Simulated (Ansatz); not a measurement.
Calculated with Ansatz (gas phase, PBE0-D4/def2-TZVP geometries, no zero-point term in ΔE). CCSD(T)/CBS adds triple-zeta CCSD(T) − MP2 to the extrapolated MP2 energy (def2 sets, frozen cores). This one scheme is used for every species. DFT in def2-TZVPP. B3LYP here is the variant with VWN-RPA as its local correlation; programs differ in this. One conformer a species, not always the lowest.

`SC1N[SiH2]1` + SiH₄ → `[SiH3]C1N[SiH2]1` + H₂S  (formal exchange of groups at a C–S bond)

```
             level  ΔE (kcal/mol)  difference from CCSD(T)/CBS
       LDA (SPW92)           -7.7                          1.8
            PBE-D4           -8.1                          1.4
          B3LYP-D4           -8.6                          0.9
        r2SCAN0-D4           -9.2                          0.3
           ωB97X-V           -8.6                          0.9
           ωB97M-V           -9.2                          0.3
          PBE-QIDH           -9.0                          0.5
             B3LYP           -8.2                          1.3
           LC-ωPBE           -9.0                          0.5
RPA@PBE/def2-TZVPP           -9.2                          0.3
      MP2/def2-SVP           -7.8                          1.7
     CCSD/def2-SVP           -8.0                          1.5
     HF/def2-TZVPP           -8.6                          0.9
    MP2/def2-QZVPP           -9.2                          0.3
SCS-MP2/def2-QZVPP           -8.9                          0.6
    CCSD/CBS(def2)           -9.7                         -0.2
       CCSD(T)/CBS           -9.5                            0
```

**Question.** What do rigid-rotor, harmonic-oscillator terms from PBE0-D4/def2-TZVP frequencies (298.15 K, 1 bar) make of the CCSD(T)/CBS value? (Estimate.)

**Answer.** Ansatz gave: ΔZPE = -0.3 kcal/mol, ΔH = -9.5 kcal/mol, ΔS = 16 J/(mol·K), ΔG = -10.6 kcal/mol.

Largest T1 diagnostic among the species: 0.013.

Leaving LDA and LC-ωPBE aside and taking each functional with its dispersion term where it has one, the values, not all of them listed here, spread over 1.6 kcal/mol, from B97M-V to revPBE-D4. From BLYP to BHLYP (50 % exact exchange), in def2-TZVPP and without D4, ΔE moves by −1.0 kcal/mol.
